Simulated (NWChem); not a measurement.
AlHOCl₂; SMILES [Cl][Al]([Cl])[OH]

```xyz
5

Al     0.0571     0.0000     0.4124
Cl    -1.8217     0.0000    -0.5296
Cl     1.8088     0.0000    -0.7321
O      0.2286     0.0000     2.1075
H     -0.5327     0.0000     2.7091
```
Atoms are numbered in this order, from 1.

Program: NWChem. Pople sets run with spherical d functions. STO-3G and 3-21G are far too small for this property and stand as cheap habits. The geometry was optimised at PBE-D3(BJ)/def2-SVP. Field at 589 nm.

Question: Order these by “anisotropy (bohr³)”, lowest first: B3LYP/aug-cc-pVDZ; B3LYP/6-31G*; B3LYP/STO-3G; B3LYP/def2-SVPD.

Answer: B3LYP/def2-SVPD (17.3), B3LYP/aug-cc-pVDZ (18.5), B3LYP/6-31G* (20.8), B3LYP/STO-3G (22.2)
